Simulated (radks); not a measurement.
Values are calculated unless marked as measured or tabulated.
Coulomb parameter of the 5d shell of the osmium ion Os+ in the model configuration [Xe] 4f14 5d5.5 6s1.5, as a second difference U = [E(n + 0.25) + E(n - 0.25) - 2 E(n)] / (0.25)^2 with all orbitals relaxed. "Bare": the charge of the atom changes with n. "Screened": the 6s shell takes up the change at fixed total charge, which measures U(5d,5d) + U(6s,6s) - 2 U(5d,6s). Code: a radial shooting solver on a logarithmic mesh with Libxc functionals. Model: scalar-relativistic Kohn-Sham, BLYP, spin-unpolarised, spherical densities, finite nucleus; Fermi nuclear charge, rms radius 5.4126 fm.

\begin{tabular}{lrr}
case & configuration & E - E(n) (eV) \\ \hline
start & [Xe] 4f14 5d5.5 6s1.5 & 0.000 \\
bare +0.25 & [Xe] 4f14 5d5.75 6s1.5 & -3.426 \\
bare -0.25 & [Xe] 4f14 5d5.25 6s1.5 & 4.085 \\
screened +0.25 & [Xe] 4f14 5d5.75 6s1.25 & -0.316 \\
screened -0.25 & [Xe] 4f14 5d5.25 6s1.75 & 0.381 \\
\end{tabular}

U(bare) = 10.550 eV, U(screened by 6s) = 1.054 eV, against the Slater integral F0(5d,5d) = 14.288 eV with frozen orbitals.
